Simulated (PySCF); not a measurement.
Bonds (- single, = double, # triple, : aromatic): C1-O2, O2-C3, C3=O4, C3-C5, C5:O6, O6:C7, C7:C8, C8-C9, C9-F10, C9-F11, C9-F12, C8:P13, P13:C5. C1 carries H14, H15, H16; C7 carries H17.

Computational details: shielding tensors at PBE0/pcSseg-1 (GIAO), structure optimised with GFN2-xTB, in PySCF 2.14.0 with density-fitted response routines (single conformer, averaged over atoms made equivalent by symmetry, fast rotation or ring inversion, no solvent, non-relativistic).

Predict the 2D correlation tables (HSQC, COSY, HMBC).

Results:



HSQC (one-bond C–H):
```tsv
δH	δC
8.57 (H17)	157.5 (C7)
4.14 (H14/H15/H16)	53.4 (C1)
```

HMBC (two and three bonds, from the bond graph):
```tsv
δH	δC
8.57 (H17)	194.5 (C5), 148.2 (C8), 132.9 (C9)
4.14 (H14/H15/H16)	164.7 (C3)
```

No COSY cross peaks are expected.

Scale: ¹H, ¹³C against TMS (reference shieldings calculated alike).

Shifts are as computed. Against solution values, carbons near 30 ppm lie about +3 ppm off and those near 130 ppm about +5 ppm. Of 1211 compounds with measured shifts, 218 miss one by over three times the rms of a fit or turn the order of signals round; such compounds aren't used in these exercises.
